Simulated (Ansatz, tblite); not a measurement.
Cost and result up the ladder for Ca2S⁺ (the lowest doublet isomer of a short search) (3 atoms). Charge 1, multiplicity 2. Geometry: PBE-D4/def2-TZVP.

```csv
atom,x (Å),y (Å),z (Å)
Ca1,-2.3165,0.6380,0.2271
Ca2,2.3427,-0.5754,0.0571
S3,-0.0262,-0.0626,-0.2841
```

Ansatz on 4 threads of Arm Neoverse V1 on a shared host; xTB runs through tblite on one thread. Times are rough, summed over both states, and most runs start from the orbitals of an earlier one. ωB97M-V/def2-TZVP serves as the yardstick here, not as an exact answer. The other state is a quartet at its own geometry.

The xTB rows come from tblite. LC-ωPBE has ω = 0.4 bohr⁻¹. Correlated methods freeze 15 core orbitals; core or outer-core shells of Ca are correlated, in sets that lack core-valence functions. In CCSD on the charge 1 doublet the largest single amplitude is 0.46, so its Hartree–Fock determinant may place the open shell otherwise than the density functionals do. Another isomer (doublet) lies 0.05 eV lower at PBE0-D4/def2-TZVP.

Run but left out: HF/STO-3G (doublet: ⟨S²⟩ 1.76, where a pure state has 0.75); HF/def2-TZVP, HF/def2-TZVPP, MP2/def2-TZVP, MP2/def2-TZVPP (doublet: a determinant that CCSD turns far, T1 0.068).

Correlated methods converge slowly with the basis.

xTB has no spin-polarisation term.

| level | functions | wall time | quartet − doublet (eV) | difference from ωB97M-V/def2-TZVP (eV) | remarks |
| --- | --- | --- | --- | --- | --- |
| GFN1-xTB | 27 | 0.005 s | 2.94 | 0.78 | – |
| GFN2-xTB | 27 | 0.007 s | 1.92 | -0.23 | – |
| PBE-D4/def2-TZVP | 109 | 4.9 s | 2.67 | 0.51 | – |
| RPA@PBE/def2-TZVP | 109 | 4.9 s | 1.72 | -0.44 | – |
| BHLYP-D4/def2-TZVP | 109 | 6.7 s | 1.98 | -0.18 | – |
| LC-ωPBE/def2-TZVP | 109 | 7.1 s | 2.06 | -0.10 | – |
| CAM-B3LYP-D4/def2-TZVP | 109 | 7.6 s | 2.04 | -0.12 | – |
| PBE0-D4/def2-TZVP (with forces) | 109 | 13 s | 2.36 | 0.20 | – |
| r2SCAN-D4/def2-TZVP | 109 | 14 s | 2.50 | 0.35 | – |
| CCSD(T)/def2-TZVPP | 114 | 16 s | 1.84 | -0.32 | large T1 (0.068) (doublet) |
| ωB97X-V/def2-TZVP | 109 | 20 s | 2.13 | -0.03 | – |
| ωB97M-V/def2-TZVP | 109 | 24 s | 2.16 | 0.00 | – |
